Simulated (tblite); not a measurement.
Compound: C5H13PSSi.
Numbering: `[CH3:1][S:2]/[CH:3]=[C:4](\[CH3:5])[CH2:6][SiH2:7][PH2:8]` (hydrogens: H9, H10, H11 on C1; H12 on C3; H13, H14, H15 on C5; H16, H17 on C6; H18, H19 on Si7; H20, H21 on P8)

Computed with GFN2-xTB (tblite), gas phase: L-BFGS steps from a force-field or distance-geometry start until the largest atomic force falls under 0.01 eV/Å.

Step 3: E = -674.6803 eV
```
atom  x, y, z in Å  |  force x, y, z in eV/Å
C1      3.0773    1.3622   -1.4189   -0.055  -0.044   0.066
S2      2.3722    1.2661    0.2588   -0.110  -0.100  -0.049
C3      1.1549   -0.0050    0.0269    0.200   0.258  -0.121
C4      0.3082   -0.4289    0.9587   -0.046  -0.125   0.114
C5      0.2590    0.0688    2.3748   -0.045  -0.012   0.014
C6     -0.6586   -1.5218    0.6189   -0.261  -0.090  -0.064
Si7    -2.4755   -0.9667    0.2984    0.209   0.097  -0.082
P8     -2.5288    0.3588   -1.5124    0.150  -0.205  -0.150
H9      2.3027    1.6464   -2.1225   -0.076   0.003  -0.036
H10     3.5117    0.4055   -1.6907    0.007  -0.040   0.013
H11     3.8489    2.1255   -1.3991   -0.016  -0.014   0.072
H12     1.1408   -0.4209   -0.9739    0.049   0.124   0.134
H13     0.3359   -0.7716    3.0661   -0.027  -0.016  -0.046
H14    -0.6908    0.5670    2.5712   -0.046  -0.040  -0.061
H15     1.0532    0.7704    2.6200    0.080  -0.021  -0.278
H16    -0.3335   -2.0655   -0.2717    0.069   0.100   0.010
H17    -0.6799   -2.2476    1.4287   -0.002  -0.043   0.118
H18    -3.0020   -0.2431    1.4508   -0.077   0.005   0.215
H19    -3.3056   -2.1515    0.0357    0.046   0.069  -0.001
H20    -1.8912    1.4343   -0.9201   -0.131   0.009   0.048
H21    -3.8077    0.8346   -1.2863    0.082   0.085   0.085
```

Step 4: E = -674.6945 eV
```
atom  x, y, z in Å  |  force x, y, z in eV/Å
C1      3.0756    1.3606   -1.4210   -0.074  -0.031   0.101
S2      2.3712    1.2659    0.2595   -0.098  -0.070  -0.050
C3      1.1501    0.0001    0.0306    0.171   0.168  -0.069
C4      0.3091   -0.4371    0.9639   -0.024   0.000  -0.107
C5      0.2574    0.0686    2.3727   -0.010  -0.025  -0.005
C6     -0.6606   -1.5259    0.6198   -0.197  -0.029  -0.023
Si7    -2.4749   -0.9598    0.2991    0.207   0.066  -0.078
P8     -2.5257    0.3580   -1.5220    0.182  -0.278  -0.071
H9      2.2982    1.6468   -2.1239   -0.004  -0.025   0.004
H10     3.5127    0.4028   -1.6894   -0.023   0.001   0.004
H11     3.8479    2.1246   -1.3940   -0.046  -0.036   0.041
H12     1.1447   -0.4144   -0.9694    0.017   0.091   0.095
H13     0.3337   -0.7700    3.0602    0.000  -0.084   0.077
H14    -0.6922    0.5633    2.5682   -0.078   0.017  -0.051
H15     1.0563    0.7675    2.6045    0.072   0.013  -0.211
H16    -0.3291   -2.0604   -0.2734    0.030   0.048   0.033
H17    -0.6801   -2.2476    1.4344   -0.026  -0.063   0.048
H18    -3.0047   -0.2448    1.4598   -0.048  -0.006   0.146
H19    -3.3021   -2.1469    0.0358    0.035   0.072  -0.001
H20    -1.9012    1.4298   -0.9195   -0.040   0.076   0.055
H21    -3.7954    0.8359   -1.2824   -0.047   0.094   0.062
```

**Question.** Estimate the geometry and energy of step 5. (The exact step hangs on the optimiser's Hessian estimate; all steps are aligned on step 4, rigid shifts and turns removed.)

**Answer.** E = -674.7045 eV, largest force 0.199 eV/Å
```
atom  x, y, z in Å  |  force x, y, z in eV/Å
C1      3.0729    1.3587   -1.4210   -0.067  -0.025   0.082
S2      2.3688    1.2648    0.2591   -0.035   0.022   0.004
C3      1.1479    0.0066    0.0340    0.109   0.034  -0.094
C4      0.3104   -0.4432    0.9645   -0.106   0.064  -0.093
C5      0.2559    0.0679    2.3707    0.013  -0.049  -0.051
C6     -0.6654   -1.5296    0.6205   -0.003   0.027   0.018
Si7    -2.4710   -0.9528    0.2985    0.092   0.036   0.002
P8     -2.5196    0.3521   -1.5311    0.109  -0.163   0.035
H9      2.2946    1.6465   -2.1249    0.046  -0.044   0.035
H10     3.5129    0.4007   -1.6883   -0.049   0.032   0.002
H11     3.8459    2.1229   -1.3890   -0.070  -0.050   0.021
H12     1.1483   -0.4074   -0.9644   -0.002   0.057   0.027
H13     0.3320   -0.7705    3.0572    0.021  -0.080   0.122
H14    -0.6949    0.5607    2.5648   -0.052   0.038  -0.048
H15     1.0602    0.7654    2.5876    0.035   0.019  -0.140
H16    -0.3249   -2.0555   -0.2743   -0.017  -0.010   0.046
H17    -0.6809   -2.2488    1.4398   -0.044  -0.047  -0.033
H18    -3.0077   -0.2465    1.4698    0.002  -0.040   0.037
H19    -3.2983   -2.1416    0.0359    0.036   0.084   0.001
H20    -1.9101    1.4275   -0.9180    0.023   0.061   0.018
H21    -3.7861    0.8387   -1.2780   -0.040   0.033   0.008
```

The energy changes by -0.0100 eV. The first-order estimate −F·Δx gives -0.0155 eV and the mean of the old and new forces, exact on a quadratic surface, -0.0099 eV. The step makes an angle of 52° with the force vector and moves no atom by more than 0.017 Å.

What follows is the cost of the whole relaxation. Time: 5.9 s of wall time. Hardware: one thread, Intel Xeon at 2.50 GHz (x86_64) (shared host).
